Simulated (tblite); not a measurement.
Question: Give a GFN2-xTB geometry of `c1c(/C=N/C)c[c]cc1` [radical]. (Doublet state.)

Answer: 
Z-matrix in Å and degrees, rows numbered from 1:
```
C 
N   1  1.4238
C   2  1.2604  1  120.77
C   3  1.4534  2  122.17  1  -179.96
C   4  1.4065  3  120.14  2     0.09
C   5  1.3569  4  117.71  3  -179.84
C   6  1.3666  5  125.16  4     0.08
C   7  1.3943  6  117.15  5    -0.20
C   8  1.3820  7  119.99  6     0.18
H   1  1.0912  2  108.25  3  -122.37
H   1  1.0996  2  113.77  3    -0.46
H   1  1.0913  2  108.20  3   121.37
H   3  1.1030  2  122.42  1     0.12
H   5  1.0783  4  118.35  3     0.11
H   7  1.0795  6  122.28  5   179.69
H   8  1.0808  7  119.63  6  -179.95
H   9  1.0814  4  119.28  3    -0.01
```

C6 (carbon bonded to 2 C) is bent (angle 125.2°). The 2 C–N bonds span 1.260 Å (N2=C3, drawn double) to 1.424 Å (C1–N2, drawn single), a spread of 0.164 Å. Of the pairs four or more bonds apart, N2···H14 is among the closest relative to their van der Waals radii: 2.51 Å, 91 % of the sum of Bondi's values. N2 (nitrogen bonded to 2 C) is bent (angle 120.8°).

Structure optimised with GFN2-xTB, isolated species. This method treats the open shell by occupation alone, without spin polarisation.

Point group: Cs (tolerance 0.08 Å). Its GFN2-xTB frequencies are all real (lowest 75 cm⁻¹). Torsions: N2–C3–C4–C5 0°.

The run took 0.65 s wall on Arm Neoverse V1, one thread (shared host). This is the geometry optimisation.

One conformer stands for the species.

These are computed values.
